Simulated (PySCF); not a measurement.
## 29Si chemical shifts

No solvent, non-relativistic, a single conformation, averaged over atoms made equivalent by symmetry, fast rotation or ring inversion. σ from GIAO-PBE0/pcSseg-1; geometry: GFN2-xTB; PySCF 2.14.

Shieldings were converted by a linear fit to measured shifts: 29Si: δ = 279.94 − 0.822σ (rms 8.9 ppm, 72 shifts, 25.8 ppm with the 6 outliers that the fit left out vs TMS, solution or neat liquid). A few per cent of atoms miss by over 2 rms, more outside the fitted compound classes.

Question: Give the 29Si shifts of `CC[Si@@H](CCl)[SiH2]C`.

Answer: 
```tsv
compound	environment	δ (ppm)
[CH3:1][CH2:2][Si@@H:3]([CH2:4][Cl:5])[SiH2:6][CH3:7]	Si3: silicon bonded to 2 C, Si, H	-31.6
[CH3:1][CH2:2][Si@@H:3]([CH2:4][Cl:5])[SiH2:6][CH3:7]	Si6: silicon bonded to C, Si, 2 H	-76.8
```

Question: Match the shifts 14.2, 2.2, -13.5, -21.8, -61.4, -80.1 ppm to `CC[SiH]1OCCO1`, `CCC(=O)OC[SiH3]`, `[SiH3]C([SiH3])CCCCl`, `C[Si](C)(C)OC=O`, `C=CO[Si@@H](C)OC`, `C[Si@@](O)(S)C(=O)O`.

Answer: 14.2: C[Si](C)(C)OC=O (silicon bonded to 3 C, O); 2.2: CC[SiH]1OCCO1 (silicon bonded to C, 2 O, H, in a 5-membered ring); -13.5: C[Si@@](O)(S)C(=O)O (silicon bonded to 2 C, O, S); -21.8: C=CO[Si@@H](C)OC (silicon bonded to C, 2 O, H); -61.4: [SiH3]C([SiH3])CCCCl (silicon bonded to C, 3 H); -80.1: CCC(=O)OC[SiH3] (silicon bonded to C, 3 H).
